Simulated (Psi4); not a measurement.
C4H6, triplet (typed; the unrestricted solution is spin-contaminated), at a GFN2-xTB geometry (a higher spin typed on purpose: for a closed-shell molecule this is an excited state). Base run: HF/STO-3G in Psi4.

Input for Psi4:
```
memory 2 GB

molecule {
0 3
C     1.75459894    0.26377965   -0.67660968
C     0.65006782   -0.06047826    0.17782132
C    -0.68699479    0.05653341   -0.16793300
C    -1.72770442   -0.25764166    0.66056493
H     2.19484393    1.24621075   -0.67237424
H     2.20858178   -0.47942751   -1.30949762
H     0.87209543   -0.42840088    1.17912116
H    -0.91126285    0.42192830   -1.16243482
H    -2.74878768   -0.14912379    0.34462915
H    -1.55527588   -0.62434574    1.65749488
}

set {
  basis sto-3g
  reference uhf
  stability_analysis check
  scf_type pk
}

energy('scf')
print_variables()
```

The bond that is stretched is that between atoms 10 and 4. A test that says stable can miss a lower solution.

Variants of this job, named by their change:

| change | ΔE vs base (kcal/mol) | <S^2> |
|---|---|---|
| base | 0.000 | 2.294 |
| stability_analysis = follow; reference = uhf | 0.000 | 2.294 |
| bond × 1.25 | 25.67 | 2.308 |
| stability_analysis = follow; reference = uhf; bond × 1.25 | 25.67 | 2.308 |
| bond × 1.5 | 69.8 | 2.579 |
| stability_analysis = follow; reference = uhf; bond × 1.5 | 69.8 | 2.579 |
| bond × 1.8 | 138.3 | 2.294 |
| stability_analysis = follow; reference = uhf; bond × 1.8 | 97.0 | 3.066 |
| bond × 2.2 | 204.3 | 2.288 |
| stability_analysis = follow; reference = uhf; bond × 2.2 | 107.1 | 3.271 |
| bond × 3.0 | 109.7 | 3.326 |
| stability_analysis = follow; reference = uhf; bond × 3.0 | 109.7 | 3.326 |

Psi4 reported an instability in these rows: bond × 1.8; stability_analysis = follow; reference = uhf; bond × 1.8; bond × 2.2; stability_analysis = follow; reference = uhf; bond × 2.2 (restricted rows aren't judged here).

On stretching, the SCF can end on different states; <S^2> shows the spin contamination of each.
